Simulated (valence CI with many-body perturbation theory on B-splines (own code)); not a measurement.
**Level structure of Ag XXXIII**

Level of theory: valence CI with perturbative core correlation (CI+MBPT): five valence electrons over a frozen Dirac-Fock core [Ne], radial functions for each j: 11 s, 11 p, 10 d, 8 f, 5 g, 2 h, with the one-electron correlation potential Σ1, the two-electron term Σ2, the three-electron term Σ3, Breit, model QED; selected CI, second order for the rest, scaled by the run's own slope (own B-spline code, finite nucleus).

No measured spectrum was set against this ion. As an estimate, large intervals hold to a few tenths of a per cent, small ones and those within an open d or f shell to about a per cent. Among the levels kept, up to 4200 cm⁻¹ of a level comes from second order outside the variational space, and about a tenth of that is noise between levels of different J, which matters for small intervals.

Levels 46 to 90 of 170, with energies above the lowest level, (3s^2 3p1/2^2 3p3/2) J=3/2. "Leading %" is the weight of the configuration and term that name the level; weights of strongly mixed levels are sums over their largest components and can fall short. In the jj column 3d3/2^4 stands for four electrons in 3d with j = 3/2. Lifetimes count E1, E2, E3, M1 and M2 decay at the calculated energies, and are blank where another channel may lead or the interval is too uncertain; long ones can be off by a factor of two.

| No. | Configuration | Term | J | E (cm⁻¹) | Leading % | Lifetime | Leading jj |
| --- | --- | --- | --- | --- | --- | --- | --- |
| 46 | 3s3p³3d | ⁶D° | 9/2 | 2018900 | 64 | 214 ps | 3s 3p1/2^2 3p3/2 3d5/2 (78 %) |
| 47 | 3s3p³3d | ⁴F° | 3/2 | 2045100 | 41 | 35.1 ps | 3s 3p1/2^2 3p3/2 3d3/2 (53 %) |
| 48 | 3p⁵ | ²P° | 3/2 | 2077900 | 40 | 25.6 ps | 3p1/2^2 3p3/2^3 (40 %) |
| 49 | 3s3p³3d | ⁴D° | 5/2 | 2087100 | 34 | 38.0 ps | 3s 3p1/2^2 3p3/2 3d5/2 (70 %) |
| 50 | 3s3p³3d | ⁴G° | 5/2 | 2149500 | 43 | 15.3 ps | 3s 3p1/2^2 3p3/2 3d3/2 (72 %) |
| 51 | 3s3p³3d | ⁴D° | 7/2 | 2166600 | 28 | 29.9 ps | 3s 3p1/2^2 3p3/2 3d5/2 (36 %) |
| 52 | 3s3p³3d | ⁴D° | 1/2 | 2168500 | 51 | 13.6 ps | 3s 3p1/2^2 3p3/2 3d3/2 (73 %) |
| 53 | 3s3p³3d | ⁴D° | 3/2 | 2209300 | 51 | 63.4 ps | 3s 3p1/2 3p3/2^2 3d3/2 (71 %) |
| 54 | 3s3p³3d | ⁴D° | 1/2 | 2212400 | 67 | 56.8 ps | 3s 3p1/2 3p3/2^2 3d3/2 (38 %) |
| 55 | 3s3p³3d | ⁴G° | 7/2 | 2222500 | 39 | 18.1 ps | 3s 3p1/2^2 3p3/2 3d5/2 (63 %) |
| 56 | 3s3p³3d | ⁴F° | 5/2 | 2224800 | 51 | 43.4 ps | 3s 3p1/2 3p3/2^2 3d3/2 (64 %) |
| 57 | 3s3p³3d | ⁴D° | 1/2 | 2248400 | 27 | 32.4 ps | 3s 3p1/2 3p3/2^2 3d3/2 (39 %) |
| 58 | 3s3p³3d | ⁴F° | 7/2 | 2254200 | 60 | 41.9 ps | 3s 3p1/2 3p3/2^2 3d3/2 (36 %) |
| 59 | 3s3p³3d | ²F° | 5/2 | 2279700 | 23 | 9.21 ps | 3s 3p1/2^2 3p3/2 3d5/2 (49 %) |
| 60 | 3s3p³3d | ⁴D° | 3/2 | 2286000 | 44 | 11.3 ps | 3s 3p1/2^2 3p3/2 3d5/2 (65 %) |
| 61 | 3s3p³3d | ⁴D° | 7/2 | 2302400 | 47 | 45.5 ps | 3s 3p1/2 3p3/2^2 3d5/2 (45 %) |
| 62 | 3s3p³3d | ⁴G° | 9/2 | 2305400 | 46 | 97.8 ps | 3s 3p1/2 3p3/2^2 3d5/2 (41 %) |
| 63 | 3s3p³3d | ²D° | 3/2 | 2319000 | 21 | 8.73 ps | 3s 3p1/2 3p3/2^2 3d3/2 (22 %) |
| 64 | 3s3p³3d | ⁴F° | 9/2 | 2344100 | 60 | 37.8 ps | 3s 3p1/2 3p3/2^2 3d5/2 (74 %) |
| 65 | 3s²3p3d² | ⁴G° | 5/2 | 2351500 | 39 | 9.73 ps | 3s^2 3p1/2 3d3/2^2 (71 %) |
| 66 | 3s3p³3d | ²P° | 1/2 | 2353700 | 51 | 45.0 ps | 3s 3p1/2 3p3/2^2 3d5/2 (44 %) |
| 67 | 3s3p³3d | ²G° | 9/2 | 2393700 | 61 | 86.6 ps | 3s 3p1/2 3p3/2^2 3d5/2 (48 %) |
| 68 | 3s3p³3d | ⁴D° | 1/2 | 2399300 | 42 | 4.76 ps | 3s 3p1/2 3p3/2^2 3d3/2 (38 %) |
| 69 | 3s3p³3d | ⁴P° | 5/2 | 2403000 | 46 | 4.18 ps | 3s 3p1/2 3p3/2^2 3d3/2 (49 %) |
| 70 | 3s3p³3d | ⁴G° | 11/2 | 2406300 | 95 | 42.0 ps | 3s 3p1/2 3p3/2^2 3d5/2 (95 %) |
| 71 | 3s3p³3d | ²D° | 3/2 | 2418000 | 15 | 4.96 ps | 3s 3p1/2 3p3/2^2 3d3/2 (52 %) |
| 72 | 3s3p³3d | ⁴D° | 7/2 | 2428800 | 43 | 5.11 ps | 3s 3p1/2 3p3/2^2 3d3/2 (52 %) |
| 73 | 3s3p³3d | ⁴S° | 3/2 | 2430500 | 16 | 5.66 ps | 3s 3p1/2 3p3/2^2 3d3/2 (51 %) |
| 74 | 3s3p³3d | ⁴P° | 1/2 | 2450100 | 50 | 13.0 ps | 3s 3p1/2 3p3/2^2 3d5/2 (76 %) |
| 75 | 3s3p³3d | ⁴P° | 5/2 | 2453500 | 21 | 8.01 ps | 3s^2 3p1/2 3d3/2 3d5/2 (33 %) |
| 76 | 3s²3p3d² | ⁴G° | 7/2 | 2460600 | 39 | 11.1 ps | 3s^2 3p1/2 3d3/2 3d5/2 (54 %) |
| 77 | 3s3p³3d | ⁴D° | 5/2 | 2472200 | 58 | 10.9 ps | 3s 3p1/2 3p3/2^2 3d5/2 (59 %) |
| 78 | 3s3p³3d | ⁴F° | 3/2 | 2479900 | 56 | 6.49 ps | 3s 3p1/2 3p3/2^2 3d3/2 (77 %) |
| 79 | 3s3p³3d | ⁴P° | 3/2 | 2482500 | 43 | 4.88 ps | 3s 3p1/2 3p3/2^2 3d5/2 (43 %) |
| 80 | 3s²3p3d² | ⁴G° | 5/2 | 2492600 | 20 | 7.18 ps | 3s 3p1/2 3p3/2^2 3d3/2 (53 %) |
| 81 | 3s3p³3d | ²G° | 7/2 | 2497000 | 29 | 6.34 ps | 3s 3p1/2 3p3/2^2 3d3/2 (53 %) |
| 82 | 3s3p³3d | ²G° | 9/2 | 2507300 | 28 | 11.7 ps | 3s 3p1/2 3p3/2^2 3d5/2 (44 %) |
| 83 | 3s3p³3d | ⁴P° | 5/2 | 2515900 | 33 | 12.8 ps | 3s 3p1/2 3p3/2^2 3d5/2 (76 %) |
| 84 | 3s3p³3d | ⁴S° | 3/2 | 2520600 | 22 | 4.63 ps | 3s 3p1/2 3p3/2^2 3d5/2 (45 %) |
| 85 | 3s3p³3d | ⁴D° | 7/2 | 2529800 | 34 | 8.31 ps | 3s 3p1/2 3p3/2^2 3d5/2 (58 %) |
| 86 | 3s²3p3d² | ⁴D° | 1/2 | 2531600 | 34 | 3.26 ps | 3s 3p1/2 3p3/2^2 3d3/2 (34 %) |
| 87 | 3s²3p3d² | ⁴F° | 3/2 | 2532600 | 22 | 2.80 ps | 3s^2 3p1/2 3d3/2^2 (32 %) |
| 88 | 3s3p³3d | ²F° | 7/2 | 2533800 | 58 | 10.8 ps | 3s 3p1/2 3p3/2^2 3d5/2 (54 %) |
| 89 | 3s3p³3d | ⁴D° | 5/2 | 2553000 | 34 | 5.14 ps | 3s 3p1/2 3p3/2^2 3d5/2 (51 %) |
| 90 | 3s²3p3d² | ⁴P° | 1/2 | 2572000 | 33 | 3.94 ps | 3s^2 3p1/2 3d3/2 3d5/2 (60 %) |

Where two levels of one J and parity lie close, their mixing, g and order are uncertain.
